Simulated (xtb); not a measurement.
CH₃Si (SMILES C=[SiH]), doublet, from a rough starting geometry; GFN2-xTB in xtb.

The xtb input:
```
$ xtb mol.xyz --gfn 2 --uhf 1 --opt vtight --json

# file mol.xyz
5

C     -0.64195348     0.05406349     0.18055517
Si     0.93826435    -0.57333912    -0.23493326
H     -1.56074966    -0.56614451     0.21202879
H     -0.87367005     1.05291866    -0.11173456
H      2.12240150     0.19083598     0.17260327
```

The log (banner, timings and long lists left out):

```
   ID    Z sym.   atoms
    1    6 C      1
    2   14 Si     2
    3    1 H      3-5

           -------------------------------------------------
          |                Calculation Setup                |
           -------------------------------------------------

           -------------------------------------------------
          |                 G F N 2 - x T B                 |
           -------------------------------------------------

          ...................................................
          :                      SETUP                      :
          :.................................................:
          :  # basis functions                  17          :
          :  # atomic orbitals                  16          :
          :  # shells                            8          :
          :  # electrons                        11          :
          :  max. iterations                   250          :
          :  Hamiltonian                  GFN2-xTB          :
          :  restarted?                      false          :
          :  GBSA solvation                  false          :
          :  PC potential                    false          :
          :  electronic temp.          300.0000000     K    :
          :  accuracy                    1.0000000          :
          :  -> integral cutoff          0.2500000E+02      :
          :  -> integral neglect         0.1000000E-07      :
          :  -> SCF convergence          0.1000000E-05 Eh   :
          :  -> wf. convergence          0.1000000E-03 e    :
          :  Broyden damping             0.4000000          :
          :  net charge                          0          :
          :  unpaired electrons                  1          :
          ...................................................

 iter      E             dE          RMSdq      gap      omega  full diag
   1     -5.3292441 -0.532924E+01  0.876E+00    1.45       0.0  T
   2     -5.3339093 -0.466529E-02  0.633E+00    1.50       1.0  T
   3     -5.2859999  0.479094E-01  0.350E+00    1.71       1.0  T
   4     -5.3292717 -0.432718E-01  0.170E+00    1.59       1.0  T
   5     -5.3361070 -0.683535E-02  0.710E-01    1.67       1.0  T
   6     -5.3369811 -0.874105E-03  0.268E-01    1.66       1.0  T
   7     -5.3369622  0.189343E-04  0.178E-01    1.67       1.0  T
   8     -5.3370107 -0.485296E-04  0.764E-02    1.66       1.0  T
   9     -5.3370216 -0.109211E-04  0.139E-02    1.66       3.2  T
  10     -5.3370219 -0.249742E-06  0.497E-03    1.66       9.0  T
  11     -5.3370219 -0.683056E-08  0.352E-03    1.66      12.7  T
  12     -5.3370219 -0.226544E-07  0.330E-04    1.66     135.6  T
  13     -5.3370219  0.170574E-09  0.372E-04    1.66     120.3  T

   *** convergence criteria satisfied after 13 iterations ***

         :::::::::::::::::::::::::::::::::::::::::::::::::::::
         ::                     SUMMARY                     ::
         :::::::::::::::::::::::::::::::::::::::::::::::::::::
         :: total energy              -5.259563128849 Eh    ::
         :: gradient norm              0.039074628790 Eh/a0 ::
         :: HOMO-LUMO gap              1.660253456933 eV    ::
         ::.................................................::
         :: SCC energy                -5.337021892948 Eh    ::
         :: -> isotropic ES            0.007740253278 Eh    ::
         :: -> anisotropic ES          0.001868610893 Eh    ::
         :: -> anisotropic XC         -0.002218132214 Eh    ::
         :: -> dispersion             -0.001825837135 Eh    ::
         :: repulsion energy           0.077458764099 Eh    ::
         :: add. restraining           0.000000000000 Eh    ::
         :: total charge               0.000000000000 e     ::
         :::::::::::::::::::::::::::::::::::::::::::::::::::::

      -----------------------------------------------------------
     |                   =====================                   |
[...]
 * total energy  :    -5.2595631 Eh     change       -0.3123493E-09 Eh
 * total energy  :    -5.2606963 Eh     change       -0.1133131E-02 Eh
 * total energy  :    -5.2607910 Eh     change       -0.9473808E-04 Eh
 * total energy  :    -5.2607937 Eh     change       -0.2728450E-05 Eh
 * total energy  :    -5.2607939 Eh     change       -0.1502545E-06 Eh
 * total energy  :    -5.2607939 Eh     change       -0.4714998E-07 Eh
   *** GEOMETRY OPTIMIZATION CONVERGED AFTER 6 ITERATIONS ***
         :: total energy              -5.260793924631 Eh    ::
[...]
         :: add. restraining           0.000000000000 Eh    ::
         :: total charge              -0.000000000000 e     ::
         :::::::::::::::::::::::::::::::::::::::::::::::::::::

           -------------------------------------------------
          |                Property Printout                |
           -------------------------------------------------

    * Orbital Energies and Occupations

         #    Occupation            Energy/Eh            Energy/eV
      -------------------------------------------------------------
         1        2.0000           -0.6443074             -17.5325
         2        2.0000           -0.5053344             -13.7508
         3        2.0000           -0.4329672             -11.7816
         4        2.0000           -0.4000036             -10.8847
         5        2.0000           -0.3254098              -8.8549
         6        1.0000           -0.2820297              -7.6744 (HOMO)
         7                         -0.2197746              -5.9804 (LUMO)
         8                         -0.1295751              -3.5259
         9                         -0.1068867              -2.9085
        10                         -0.0540513              -1.4708
        11                         -0.0402476              -1.0952
        12                          0.0136461               0.3713
        13                          0.2446246               6.6566
        14                          0.3078668               8.3775
        15                          0.6365258              17.3207
        16                          0.6833162              18.5940
      -------------------------------------------------------------
                  HL-Gap            0.0622551 Eh            1.6940 eV
             Fermi-level           -0.2773110 Eh           -7.5460 eV

     #   Z          covCN         q      C6AA      α(0)
     1   6 C        2.736    -0.243    34.553     9.624
     2  14 Si       1.801     0.296   189.167    29.229
     3   1 H        0.926     0.019     2.742     2.589
     4   1 H        0.925     0.015     2.810     2.622
     5   1 H        0.915    -0.087     5.141     3.546

 Mol. C6AA /au·bohr⁶  :        624.008316
 Mol. C8AA /au·bohr⁸  :      27551.292911
 Mol. α(0) /au        :         47.610419

Wiberg/Mayer (AO) data.
largest (>0.10) Wiberg bond orders for each atom

 ---------------------------------------------------------------------------
     #   Z sym  total        # sym  WBO       # sym  WBO       # sym  WBO
 ---------------------------------------------------------------------------
     1   6 C    3.799 --     2 Si   1.782     3 H    0.970     4 H    0.963
     2  14 Si   2.750 --     1 C    1.782     5 H    0.904
     3   1 H    1.000 --     1 C    0.970
     4   1 H    1.000 --     1 C    0.963
     5   1 H    0.988 --     2 Si   0.904
 ---------------------------------------------------------------------------

Topologies differ in total number of bonds
Writing topology from bond orders to xtbtopo.mol

molecular dipole:
                 x           y           z       tot (Debye)
 q only:        0.395      -0.383      -0.228
   full:        0.605      -0.108      -0.246       1.683
molecular quadrupole (traceless):
                xx          xy          yy          xz          yz          zz
 q only:       -0.889      -1.001       0.769      -0.324       0.148       0.120
  q+dip:        2.299      -0.635      -0.298       0.146      -0.104      -2.001
   full:        0.738      -0.215      -0.055       0.399      -1.576      -0.684

optimized geometry written to: xtbopt.xyz

           -------------------------------------------------
          | TOTAL ENERGY               -5.260793924631 Eh   |
          | GRADIENT NORM               0.000045778968 Eh/α |
          | HOMO-LUMO GAP               1.694046234292 eV   |
           -------------------------------------------------

normal termination of xtb
```
